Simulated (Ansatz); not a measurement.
`OC(S)=[Se]` at its PBE0-D4/def2-TZVP geometry, where that method's forces vanish. The species carries charge 0 and has multiplicity 1.

```xyz
6

O    -1.1394   -0.4756   -0.6821
C    -0.0413   -0.1052   -0.0360
S    -0.0569    1.6168    0.1760
Se    1.2171   -1.2476    0.5038
H    -1.0972   -1.4390   -0.7824
H     1.1176    1.6506    0.8207
```

(1) What forces (eV/Å) does ωB97M-V/def2-TZVPP give on these atoms in the Gaussian-basis code of Ansatz? (Best estimate.)

Results:

(1) Computed: 
```
O1  -0.066 -0.142 -0.054
C2   0.130 -0.042  0.066
S3   0.086  0.102  0.060
Se4 -0.032  0.009 -0.016
H5  -0.024  0.078 -0.003
H6  -0.093 -0.005 -0.051
```
